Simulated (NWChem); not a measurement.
# SiHIF2; SMILES F[SiH](F)I

Computed with NWChem. All runs use the structure optimised with PBE0/def2-SVP. def2 effective core potentials on I; no spin-orbit coupling. Level: PBE0/def2-SVPD; rows give the wavelength of the field.

```tsv
field	isotropic polarisability (bohr³)	anisotropy (bohr³)
static	58.6	21.1
1065 nm	[?]	[?]
589 nm	60.7	22.5
```

Complete the blanks.


- 1065 nm, isotropic polarisability (bohr³): 59.2
- 1065 nm, anisotropy (bohr³): 21.5
